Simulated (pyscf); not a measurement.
Single points on ωB97X-D3(BJ)/def2-SVP structures (PySCF, gas phase).

Q: Estimate by transition-state theory the rate constant of GeH₃• + dichlorosilane (Cl–SiH₂–Cl) → germane (GeH₄) + Cl–SiH•–Cl (doublet surface; H–Si broken, Ge–H formed) at 900 K, with ωB97M-D3(BJ)/def2-TZVP energies (ideal gas, 1 atm, RRHO with modes under 100 cm⁻¹ raised to 100, one conformer, R ln 2 for chiral ones without a mode under 150 cm⁻¹; no tunnelling).

A: The electronic barrier is 11.7 kcal/mol and the thermal terms add +25.2, so ΔG‡ = 36.9 kcal/mol. With k_BT/h = 1.88e+13 s⁻¹ and RT = 1.788 kcal/mol, and a volume of 1.23e-19 cm³ per molecule at 1 atm, k = 2.6e-15 cm³ molecule⁻¹ s⁻¹. Wigner's tunnelling factor for 1261i cm⁻¹ would be 1.17. A shift of 1 kcal/mol in the barrier changes k by a factor 1.7. One saddle was located; it need not be the lowest between these sides. The angle at the transferred H is 146°. Elements up to Kr have no core potential and no relativistic terms here.
